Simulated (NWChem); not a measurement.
System: dimethyl telluride (C$_{2}$H$_{6}$Te); SMILES C[Te]C

Input file for NWChem:

```
start job
memory heap 200 mb stack 900 mb global 1100 mb
geometry units angstroms noautoz
  C      1.533244    -0.597969     0.992065
  Te     0.014990     0.170592    -0.326282
  C     -1.619948    -0.399891     0.952500
  H      1.399076    -1.678451     1.130851
  H      2.505244    -0.410163     0.516176
  H      1.493900    -0.076430     1.957091
  H     -1.625185    -1.488367     1.093919
  H     -2.548748    -0.093560     0.452466
  H     -1.539677     0.114981     1.918478
end
basis spherical
  C library def2-svp
  Te library def2-svp
  H library def2-svp
end
ecp
  Te library def2-ecp
end
dft
  xc pw6b95
  iterations 150
  mulliken
end
task dft energy
```

The geometry was optimised at PBE0/def2-SVP. def2 effective core potentials on Te; no spin-orbit coupling.

Give the results of this calculation. (PW6B95/def2-SVP with def2 effective core potentials on Te.) Quantities: energy (Ha); highest occupied level (eV); orbital gap (eV); dipole (D).


```json
{
 "energy (Ha)": "-348.03",
 "highest occupied level (eV)": "-5.61",
 "orbital gap (eV)": "5.52",
 "dipole (D)": "1.10"
}
```
